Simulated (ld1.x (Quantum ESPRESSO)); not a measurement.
Which change was made? (P, TM)

```json
{"Element": "phosphorus", "Generator": "ld1.x (Quantum ESPRESSO) 7.5", "Type": "norm-conserving Troullier–Martins (Kleinman–Bylander form)", "Functional": "LDA (PZ)", "Relativity": "non-relativistic", "Frozen core": "[Ne]", "Valence charge": "5", "Reference configuration": "3s2 3p3", "Partial waves": "3s (bound): rc 1.50 bohr; 3p (bound): rc 1.75 bohr", "Local potential": "all-electron potential smoothed inside 1.55 bohr (lloc = -1)", "Core correction": "none"}
```

Cutoffs, loose and tight: the cutoffs (Ry, on a coarse ladder) from which the occupation-weighted sum of valence levels, in a spherical-Bessel basis at the reference potential, stays within 10 and 1 mRy of its value at 400 Ry. They do not see the model core or the augmentation charge, which bear on the density cutoff. Test errors are all-electron minus pseudo excitation energies from the reference, over the configurations 3s2 3p2; 3s2 3p1; 3s2 3p0; 3s1 3p4; 3s1 3p3; 3s2 3p2.5; 3s0 3p5 (two spin-polarised tests are not counted in the largest error); variants that change the core or the reference have their own tests.

The base gives: outcome: generated; cutoff, loose: 21 Ry; cutoff, tight: 50 Ry; bound ghosts: none; largest test error (meV): +165.

**Question.** After one change the result is: outcome: generated; cutoff, loose: 70 Ry; cutoff, tight: 160 Ry; bound ghosts: none; largest test error (meV): +242. Which change was it?
A. all radii scaled by about 1.26 (s 1.88, p 2.20 bohr); local potential all-electron potential smoothed inside 1.94 bohr (lloc = -1)
B. all radii scaled by about 1.37 (s 2.06, p 2.40 bohr); local potential all-electron potential smoothed inside 2.14 bohr (lloc = -1)
C. all radii scaled by about 0.76 (s 1.14, p 1.32 bohr); local potential all-electron potential smoothed inside 1.16 bohr (lloc = -1)
D. all radii scaled by about 0.86 (s 1.28, p 1.50 bohr); local potential all-electron potential smoothed inside 1.32 bohr (lloc = -1)

**Answer.** C. The others give: all radii scaled by about 1.37 (s 2.06, p 2.40 bohr); local potential all-electron potential smoothed inside 2.14 bohr (lloc = -1) → outcome: generated; cutoff, loose: 15 Ry; cutoff, tight: 35 Ry; bound ghosts: none; largest test error (meV): +170 | all radii scaled by about 0.86 (s 1.28, p 1.50 bohr); local potential all-electron potential smoothed inside 1.32 bohr (lloc = -1) → outcome: generated; cutoff, loose: 40 Ry; cutoff, tight: 90 Ry; bound ghosts: none; largest test error (meV): +187 | all radii scaled by about 1.26 (s 1.88, p 2.20 bohr); local potential all-electron potential smoothed inside 1.94 bohr (lloc = -1) → outcome: generated; cutoff, loose: 18 Ry; cutoff, tight: 40 Ry; bound ghosts: none; largest test error (meV): +168.
